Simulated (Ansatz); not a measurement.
Two isomers of CH7BSSi: A = `CB[SiH2]S`, B = `BS[SiH2]C`.

Computed with Ansatz on PBE0-D4/def2-TZVP structures; ΔE is electronic, products minus reactants. CCSD(T)/CBS adds triple-zeta CCSD(T) − MP2 to the extrapolated MP2 energy (def2 sets, frozen cores). DFT in def2-TZVPP. B3LYP here is the variant with VWN-RPA as its local correlation; programs differ in this. Each species was taken in one conformer, which may not be the lowest.

A:

```xyz
11

C    -0.969    0.160    1.515
B    -0.814   -0.651    0.206
Si    0.615   -0.314   -1.176
S     1.871    1.287   -0.486
H    -1.445   -0.384    2.334
H    -1.686    0.952    1.230
H    -0.075    0.676    1.869
H    -1.622   -1.500   -0.058
H     0.011    0.037   -2.495
H     1.423   -1.550   -1.392
H     2.692    1.287   -1.548
```

B:

```xyz
11

B    -0.0199    2.6084    0.0497
S    -0.8213    1.1988   -0.6683
Si    0.3179   -0.3925    0.2524
C    -0.3641   -2.0167   -0.3534
H     0.8885    2.4836    0.8153
H    -0.4283    3.6836   -0.2656
H     1.7449   -0.2317   -0.1260
H     0.1919   -0.2703    1.7269
H     0.1870   -2.8490    0.0916
H    -1.4170   -2.1211   -0.0831
H    -0.2796   -2.0932   -1.4395
```

(1) Which is lower in electronic energy at CCSD(T)/CBS, and by how much? (Best estimate.)

(2) Give E(B) − E(A) in kJ/mol with r2SCAN-D4, PBE0-D4, CCSD/def2-TZVPP, B3LYP-D4, B2PLYP, CCSD(T)/def2-TZVPP, B3LYP. (Estimate.)

(3) Does the order hold for the free energy at 298.15 K (harmonic terms from PBE0-D4)? (Estimate.)

Largest T1 diagnostic: 0.013.

Results:

(1) Ansatz gave: B, by 107.4 kJ/mol.

(2) Computed: r2SCAN-D4 -106.0, PBE0-D4 -101.6, CCSD/def2-TZVPP -105.0, B3LYP-D4 -104.1, B2PLYP -108.9, CCSD(T)/def2-TZVPP -107.8, B3LYP -103.1. None reverses the order clearly.

(3) Ansatz gave: Yes: G(B) − G(A) = -99.7 kJ/mol, for one conformer each. Modes under 60 cm⁻¹, often nearly free rotors, make the harmonic entropy too high.

In def2-TZVPP, CCSD(T) changes the Hartree–Fock value by −4.0 kJ/mol (the triples alone add −2.8 kJ/mol) and MP2 by −13.4 kJ/mol. Leaving LDA and LC-ωPBE aside and taking each functional with its dispersion term where it has one, the values, not all of them listed here, spread over 8.3 kJ/mol, from B2PLYP to PBE-D4.
